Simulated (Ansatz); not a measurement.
Caution, from a PySCF single point (TPSSh-D3(BJ)/def2-TZVP) at this geometry: the restricted solution is unstable towards spin-unrestricted or complex orbitals, so a lower solution exists and this singlet may not be the ground state.  The multiplicity is imposed and other spin states were not computed.

Level of theory: PBE-D3(BJ)/def2-SVP in Ansatz (a program for electronic structure). No frequencies were computed at this level.

Ansatz 0.2 input:
```yaml
crystal:
  periodic: [false, false, false]
  atoms:
    - { symbol: Mo, position_ang: [0.14152, 0.242207, 0.118867] }
    - { symbol: O, position_ang: [1.546134, 2.70466, 1.313932] }
    - { symbol: C, position_ang: [1.037994, 1.813423, 0.881493] }
basis:
  gaussian: { orbitals: def2-svp }
hamiltonian:
  xc: pbe
  dispersion: d3bj
relax:
  max_steps: 150
```

Output:

```
Functional definition: PBE
604 factors; their error is unknown
mean field evaluation 1: about -4923.3555 eV, gradient 5.0e1 eV
mean field evaluation 2: about -4872.2141 eV, gradient 1.4e2 eV
mean field evaluation 4: about -4912.5476 eV, gradient 7.0e1 eV
mean field evaluation 8: about -4929.2403 eV, gradient 7.2e0 eV
mean field evaluation 16: about -4929.6369 eV, gradient 5.1e-1 eV
mean field evaluation 32: about -4929.5965 eV, gradient 1.3e-6 eV
mean field evaluation 64: about -4929.5965 eV, gradient 3.2e-4 eV
mean field evaluation 96: about -4929.5965 eV, gradient 2.5e-2 eV
mean field evaluation 128: about -4929.6799 eV, gradient 1.1e-2 eV
mean field evaluation 160: about -4929.5964 eV, gradient 8.4e-2 eV
mean field evaluation 192: about -4928.3523 eV, gradient 2.1e0 eV
mean field evaluation 224: about -4929.5965 eV, gradient 3.9e-5 eV
mean field -4929.59646190 eV, -181.1593285745 hartree, gradient 2.5e-10 eV, S^2 0.000000; 13 other end points of the search recorded, 0 dependent functions left out
reference -4929.59650237 eV, -181.1593300616 hartree; 14, 14 occupied and 45, 45 virtual orbitals, 604 factors
relax step   1: F+E_penalty+E_count = -4929.65191239 eV  Δ(F+E_penalty+E_count) = +0.000e0 eV  max|allowed force component| = 8.528e0 eV/Å  Δτ_max = 0.0000 Å  (1098 SCF iters, accepted)
these checks for a lower state are left out or cut short: starts, cluster_reference, orbital_swaps, neighbouring_geometries, increment
604 factors; their error is unknown
mean field evaluation 256: about -4930.0229 eV, gradient 2.6e-5 eV
mean field evaluation 288: about -4929.6644 eV, gradient 1.1e1 eV
mean field -4930.02290358 eV, -181.1750000170 hartree, gradient 1.6e-10 eV, S^2 0.000000; 1 other end points of the search recorded, 0 dependent functions left out
reference -4930.02294685 eV, -181.1750016070 hartree; 14, 14 occupied and 45, 45 virtual orbitals, 604 factors
relax step   2: F+E_penalty+E_count = -4930.07834791 eV  Δ(F+E_penalty+E_count) = -4.264e-1 eV  max|allowed force component| = 1.506e0 eV/Å  Δτ_max = 0.0486 Å  (313 SCF iters, accepted)
these checks for a lower state are left out or cut short: starts, cluster_reference, orbital_swaps, neighbouring_geometries, increment
604 factors; their error is unknown
mean field evaluation 320: about -4929.8280 eV, gradient 1.4e-2 eV
mean field -4930.04325505 eV, -181.1757479198 hartree, gradient 2.4e-10 eV, S^2 0.000000; 1 other end points of the search recorded, 0 dependent functions left out
reference -4930.04329929 eV, -181.1757495457 hartree; 14, 14 occupied and 45, 45 virtual orbitals, 604 factors
relax step   3: F+E_penalty+E_count = -4930.09871827 eV  Δ(F+E_penalty+E_count) = -2.037e-2 eV  max|allowed force component| = 3.190e-1 eV/Å  Δτ_max = 0.0278 Å  (175 SCF iters, accepted)
these checks for a lower state are left out or cut short: starts, cluster_reference, orbital_swaps, neighbouring_geometries, increment
604 factors; their error is unknown
mean field evaluation 352: about -4930.0458 eV, gradient 2.7e-3 eV
mean field -4930.04575394 eV, -181.1758397521 hartree, gradient 8.2e-11 eV, S^2 0.000000; 1 other end points of the search recorded, 0 dependent functions left out
reference -4930.04579798 eV, -181.1758413708 hartree; 14, 14 occupied and 45, 45 virtual orbitals, 604 factors
relax step   4: F+E_penalty+E_count = -4930.10121311 eV  Δ(F+E_penalty+E_count) = -2.495e-3 eV  max|allowed force component| = 5.210e-2 eV/Å  Δτ_max = 0.0094 Å  (290 SCF iters, accepted)
these checks for a lower state are left out or cut short: starts, cluster_reference, orbital_swaps, neighbouring_geometries, increment
604 factors; their error is unknown
mean field evaluation 384: about -4930.0458 eV, gradient 1.7e-9 eV
mean field -4930.04579086 eV, -181.1758411089 hartree, gradient 2.7e-10 eV, S^2 0.000000; 1 other end points of the search recorded, 0 dependent functions left out
reference -4930.04583492 eV, -181.1758427282 hartree; 14, 14 occupied and 45, 45 virtual orbitals, 604 factors
relax step   5: F+E_penalty+E_count = -4930.10125068 eV  Δ(F+E_penalty+E_count) = -3.757e-5 eV  max|allowed force component| = 1.202e-3 eV/Å  Δτ_max = 0.0009 Å  (189 SCF iters, accepted)
604 factors; their error is unknown
mean field evaluation 416: about -4930.0651 eV, gradient 9.9e-2 eV
mean field evaluation 448: about -4929.7802 eV, gradient 1.1e0 eV
mean field evaluation 480: about -4930.0458 eV, gradient 2.0e-3 eV
mean field evaluation 512: about -4929.0671 eV, gradient 1.2e1 eV
mean field evaluation 544: about -4930.1051 eV, gradient 2.1e-1 eV
mean field evaluation 576: about -4929.8227 eV, gradient 1.2e-2 eV
mean field -4930.04579086 eV, -181.1758411089 hartree, gradient 2.8e-10 eV, S^2 0.000000; 14 other end points of the search recorded, 0 dependent functions left out
reference -4930.04583492 eV, -181.1758427282 hartree; 14, 14 occupied and 45, 45 virtual orbitals, 604 factors
Total energy: -4930.10129474 eV, -181.1778808391 hartree
Atom 0 at     0.162974     0.279726     0.137096 Å, force    -0.000002    -0.000111    -0.000030 eV/Å
Atom 1 at     1.554798     2.719713     1.321268 Å, force    -0.000526    -0.001091    -0.000492 eV/Å
Atom 2 at     1.007876     1.760851     0.855928 Å, force     0.000528     0.001202     0.000521 eV/Å
Dipole moment:    -0.516503    -0.905453    -0.439438 e Å
```

Cost: around 70 core-seconds (rough).
